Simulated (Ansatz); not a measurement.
Two isomers of C2H5ClOSSi: A = `C[SiH](Cl)OC=S`, B = `C[Si](S)(Cl)C=O`.

Isolated molecules relaxed with PBE0-D4/def2-TZVP in Ansatz; ΔE leaves out vibrations. CCSD(T)/CBS is the MP2 limit (def2-TZVPP, def2-QZVPP) plus CCSD(T) − MP2 in def2-TZVPP, frozen cores. Functionals use def2-TZVPP. B3LYP here is the variant with VWN-RPA as its local correlation; programs differ in this. One conformer a species, not always the lowest.

A:

Z-matrix (Å, degrees):
```
C
Si 1 1.839
H 1 1.093 2 110.0
H 1 1.092 2 110.5 3 -119.9
H 1 1.092 2 110.4 3 119.9
Cl 2 2.051 1 111.4 3 177.6
O 2 1.667 1 106.7 3 59.0
H 2 1.478 1 114.5 3 -60.9
C 7 1.330 2 129.4 1 160.2
S 9 1.607 7 124.1 2 171.2
H 9 1.094 7 113.9 2 -9.5
```

B:

Z-matrix (Å, degrees):
```
C
Si 1 1.847
H 1 1.091 2 110.7
H 1 1.092 2 110.0 3 -120.7
H 1 1.093 2 109.7 3 120.5
S 2 2.133 1 114.4 3 -55.5
Cl 2 2.053 1 112.0 3 63.9
C 2 1.920 1 110.2 3 -177.1
H 6 1.346 2 92.9 1 -53.4
O 8 1.206 2 120.7 1 19.2
H 8 1.115 2 119.1 1 -163.0
```

Problem. Which is lower in electronic energy at CCSD(T)/CBS, and by how much? (Best estimate.)

Solution. Computed: A, by 25.2 kJ/mol.

Problem. Give E(B) − E(A) in kJ/mol with CCSD/def2-TZVPP, HF/def2-TZVPP, MP2/def2-TZVPP, B3LYP, PBE0-D4, B3LYP-D4, r2SCAN-D4. (Estimate.)

Solution. Ansatz gave: CCSD/def2-TZVPP 24.2, HF/def2-TZVPP 28.0, MP2/def2-TZVPP 29.3, B3LYP 31.5, PBE0-D4 18.5, B3LYP-D4 26.1, r2SCAN-D4 27.5. None reverses the order clearly.

Largest T1 diagnostic: 0.014.

The D4 term adds −5.4 kJ/mol with B3LYP and −2.9 kJ/mol with PBE0; it sums over pairs of atoms, weighted by their polarisabilities, and B3LYP, whose exchange is more repulsive, gets the larger term.
